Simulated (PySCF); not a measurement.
Two species compared at the same levels of theory.

First species: C₈H₈N (charge +1).
InChI=1S/C8H7N/c1-2-7-3-5-8(9)6-4-7/h1,3-6H,9H2/p+1

Second species: C5H7NO2.
SMILES with atom numbers: `[CH3:1][O:2][CH2:3][c:4]1[cH:5][n:6][o:7][cH:8]1` (hydrogens: H9, H10, H11 on C1; H12, H13 on C3; H14 on C5; H15 on C8)

Levels: CAM-B3LYP/def2-SVPD for HOMO energy, LUMO energy, HOMO–LUMO gap, static isotropic polarisability and electronic spatial extent ⟨r²⟩ about the centre of nuclear charge; TDDFT CAM-B3LYP/def2-SVPD for lowest singlet excitation; PBE0-D3(BJ)/def2-SVP for rotational constant A and rotational constant C. Geometries: PBE0-D3(BJ)/def2-SVP. Each species is one conformer at its optimised geometry, gas phase, non-relativistic unless stated. Electronic properties by PySCF.

The conformers computed, where there is a choice (atom-mapped SMILES and torsion angles):
- `[CH3:1][O:2][CH2:3][c:4]1[cH:5][n:6][o:7][cH:8]1`: C1–O2–C3–C4 -73°, O2–C3–C4–C5 147°

```csv
property,column X,column Y
HOMO energy,-11.86 eV,-9.00 eV
LUMO energy,-4.29 eV,0.44 eV
HOMO–LUMO gap,7.57 eV,9.44 eV
lowest singlet excitation,4.94 eV,6.33 eV
static isotropic polarisability,98.9 au,70.1 au
electronic spatial extent ⟨r²⟩ about the centre of nuclear charge,1326 bohr²,1013 bohr²
rotational constant A,5.457 GHz,5.167 GHz
rotational constant C,0.819 GHz,1.194 GHz
```

Q: Which column belongs to which species?

A: Column X is the first species and column Y the second. The first has 17 atoms and 62 electrons, the second 15 and 60; their charges are +1 and 0, their HOMO energies -11.86 eV and -9.00 eV.

Q: How does each property change from the first species to the second?

A: HOMO energy +2.86 eV; LUMO energy +4.73 eV; HOMO–LUMO gap +1.87 eV; lowest singlet excitation +1.39 eV; static isotropic polarisability -28.8 au; electronic spatial extent ⟨r²⟩ about the centre of nuclear charge -313 bohr²; rotational constant A -0.290 GHz; rotational constant C +0.375 GHz.

On the first: S1 lies 2.63 eV below the HOMO–LUMO gap; its leading configuration is HOMO−1→LUMO, weight 0.88. No computed singlet falls in the visible range (750 to 380 nm, 1.65 to 3.26 eV); S1 lies 1.68 eV above its blue end.

On the second: In wavenumbers S1 is 51000 cm⁻¹ (1 eV = 8065.54 cm⁻¹). The principal polarisabilities are 56.5, 73.0 and 80.9 au; their mean is the isotropic value.
